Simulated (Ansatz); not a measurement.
`O[SiH](F)CF`. The species carries charge 0 and has multiplicity 1.

Z-matrix (Å, degrees):
```
Si
F 1 1.596
C 1 1.885 2 107.6
O 1 1.626 2 111.0 3 -119.6
H 1 1.476 2 107.6 3 122.3
F 3 1.398 1 108.3 2 -80.6
H 3 1.095 1 111.4 2 160.8
H 3 1.094 1 112.9 2 39.1
H 4 0.960 1 117.1 2 80.4
```

List the harmonic frequencies (cm⁻¹, unscaled) at PBE0-D4/def2-TZVP in Ansatz. (An estimate is asked.)

Computed: 56, 147, 219, 295, 340, 437, 636, 744, 782, 848, 895, 902, 981, 1053, 1243, 1321, 1460, 2283, 3049, 3105, 3904.

Is this a minimum?

Yes, all 21 modes are real.

Give the ideal-gas thermochemistry at 298.15 K and 1 bar (rigid rotor, harmonic oscillator; point group C1, symmetry number 1).

Zero-point energy 147.7 kJ/mol; H(298) − E = 167.3 kJ/mol; entropy 336.9 J/(mol·K), of which translation 166.1, rotation 110.9, vibration 60.0; G(298) − E = 66.8 kJ/mol. Modes under 100 cm⁻¹ are hindered rotations or soft bends, so the harmonic entropy is rough.

And at 400, 500, 600, 800 and 1000 K?


```
T (K)  H − E (kJ/mol)  S (J/mol/K)  G − E (kJ/mol)
  400           178.2        368.4            30.9
  500           190.6        396.0            -7.4
  600           204.3        420.8           -48.2
  800           234.3        463.9          -136.8
 1000           266.9        500.2          -233.3
```
